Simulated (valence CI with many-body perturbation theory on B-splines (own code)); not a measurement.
Tc27+: what each term of the Hamiltonian does

Computed by configuration interaction combined with many-body perturbation theory (CI+MBPT): six valence electrons over a frozen Dirac-Fock core [Ne], a basis of 9 s, 9 p, 8 d, 6 f, 3 g, 1 h functions for each j, with the one-electron correlation potential Σ1 (screened to all orders), the two-electron term Σ2, the three-electron term Σ3, Breit, model QED; selected single and double excitations, second order for the rest, scaled by the run's own slope (own B-spline code, finite nucleus).

The last digits are not significant, and no measured levels were compared; by estimate large intervals hold to a few tenths of a per cent, small ones and those within an open d or f shell to about a per cent. Among the levels kept, up to 1600 cm⁻¹ of a level comes from second order outside the variational space, and about a tenth of that is noise between levels of different J, which matters for small intervals.

Each rung adds one term. CI alone is the Dirac-Coulomb CI over the frozen core; QED comes last and gives the full result, which names the levels. Energies are above (3s^2 3p1/2^2 3p3/2^2) J=2 on the same rung, in eV.

Levels are named by their leading jj configuration (3d3/2^4 stands for four electrons in 3d with j = 3/2), which in mixed levels can hold well under half, so a name can repeat and another be missing. Letters in brackets count levels of one name in rising energy.

| Level | CI alone | Σ1 | Σ2 | Σ3 | Breit | QED | Full |
| --- | --- | --- | --- | --- | --- | --- | --- |
| (3s^2 3p1/2^2 3p3/2^2) J=0 | 8.70 | +0.003 | -0.029 | -0.034 | +0.040 | -0.003 | 8.68 |
| (3s^2 3p1/2 3p3/2^3) J=1 | 24.75 | +0.045 | +0.044 | +0.006 | -0.387 | +0.052 | 24.51 |
| (3s^2 3p1/2 3p3/2^3) J=2 | 30.30 | +0.046 | +0.017 | -0.019 | -0.451 | +0.051 | 29.94 |
| (3s^2 3p3/2^4) J=0 | 59.25 | +0.088 | +0.050 | -0.037 | -0.789 | +0.091 | 58.66 |
| (3s 3p1/2^2 3p3/2^3) J=2 | 100.89 | -0.121 | -0.034 | +0.126 | -0.117 | -0.397 | 100.35 |
| (3s 3p1/2^2 3p3/2^3) J=1 | 107.80 | -0.129 | -0.096 | +0.072 | -0.159 | -0.292 | 107.20 |
| (3s^2 3p1/2^2 3p3/2 3d3/2) J=2 | 114.44 | -0.151 | -0.227 | -0.099 | -0.265 | -0.061 | 113.64 |
| (3s^2 3p1/2^2 3p3/2 3d3/2) J=0 | 115.49 | -0.146 | -0.185 | -0.074 | -0.240 | -0.066 | 114.78 |
| (3s^2 3p1/2^2 3p3/2 3d3/2) J=3 | 116.07 | -0.143 | -0.213 | -0.102 | -0.404 | -0.048 | 115.16 |
| (3s^2 3p1/2^2 3p3/2 3d3/2) J=1 | 120.73 | -0.129 | -0.216 | -0.056 | -0.319 | -0.136 | 119.88 |
| (3s^2 3p1/2^2 3p3/2 3d5/2) J=4 | 121.01 | -0.111 | -0.205 | -0.104 | -0.633 | -0.034 | 119.93 |
| (3s^2 3p1/2^2 3p3/2 3d5/2) J=2 | 125.38 | -0.113 | -0.252 | -0.097 | -0.542 | -0.056 | 124.33 |
| (3s 3p1/2 3p3/2^4) J=0 | 126.94 | -0.085 | +0.009 | +0.094 | -0.438 | -0.320 | 126.20 |
| (3s^2 3p1/2^2 3p3/2 3d5/2) J=3 | 132.00 | -0.120 | -0.261 | -0.169 | -0.533 | -0.032 | 130.88 |
| (3s 3p1/2 3p3/2^4) J=1 | 132.72 | -0.089 | -0.110 | +0.035 | -0.566 | -0.203 | 131.79 |
| (3s^2 3p1/2 3p3/2^2 3d3/2) J=1 [a] | 135.41 | -0.105 | -0.212 | -0.131 | -0.642 | -0.019 | 134.30 |
| (3s^2 3p1/2 3p3/2^2 3d3/2) J=2 [a] | 136.44 | -0.112 | -0.198 | -0.085 | -0.665 | -0.011 | 135.37 |
| (3s^2 3p1/2 3p3/2^2 3d3/2) J=0 | 137.47 | -0.104 | -0.198 | -0.067 | -0.678 | -0.018 | 136.41 |
| (3s^2 3p1/2 3p3/2^2 3d3/2) J=3 [a] | 139.11 | -0.104 | -0.195 | -0.096 | -0.811 | -0.004 | 137.90 |
| (3s^2 3p1/2 3p3/2^2 3d5/2) J=3 [a] | 141.66 | -0.079 | -0.193 | -0.092 | -0.887 | +0.006 | 140.42 |
| (3s^2 3p1/2 3p3/2^2 3d5/2) J=4 [a] | 143.24 | -0.086 | -0.173 | -0.120 | -0.931 | +0.005 | 141.94 |
| (3s^2 3p1/2^2 3p3/2 3d5/2) J=1 | 143.41 | -0.105 | -0.288 | -0.164 | -0.525 | -0.077 | 142.25 |
| (3s^2 3p1/2 3p3/2^2 3d5/2) J=4 [b] | 145.54 | -0.091 | -0.193 | -0.138 | -0.882 | -0.001 | 144.23 |
| (3s^2 3p1/2 3p3/2^2 3d5/2) J=4 [c] | 148.79 | -0.078 | -0.192 | -0.139 | -1.011 | +0.008 | 147.38 |
| (3s^2 3p1/2 3p3/2^2 3d3/2) J=2 [b] | 150.24 | -0.105 | -0.258 | -0.164 | -0.701 | -0.013 | 148.99 |
| (3s^2 3p1/2 3p3/2^2 3d5/2) J=5 | 150.72 | -0.070 | -0.176 | -0.154 | -1.126 | +0.011 | 149.20 |
| (3s^2 3p1/2 3p3/2^2 3d5/2) J=1 [a] | 155.82 | -0.084 | -0.391 | -0.170 | -0.758 | -0.048 | 154.36 |
| (3s^2 3p1/2 3p3/2^2 3d5/2) J=0 | 157.21 | -0.079 | -0.255 | -0.153 | -0.841 | -0.023 | 155.85 |
| (3s^2 3p1/2 3p3/2^2 3d5/2) J=2 [a] | 158.87 | -0.071 | -0.228 | -0.210 | -0.834 | +0.002 | 157.53 |
| (3s^2 3p1/2 3p3/2^2 3d3/2) J=2 [c] | 160.67 | -0.093 | -0.549 | -0.231 | -0.736 | -0.042 | 159.01 |
| (3s^2 3p1/2 3p3/2^2 3d5/2) J=3 [b] | 161.66 | -0.083 | -0.434 | -0.242 | -0.892 | +0.003 | 160.01 |

The middle columns are the shifts that each term adds.

**Question.** How does the ionisation energy move along the ladder, and which term matters most?

**Answer.** CI alone 1482.5, + Σ1 1483.3, + Σ2 1483.4, + Σ3 1482.9, + Breit 1482.1, + QED 1482.1 eV. The largest step is Σ1, 0.8 eV, with Breit about as large (-0.7). NIST lists 1479.5 ± 2 eV (semi-empirical).
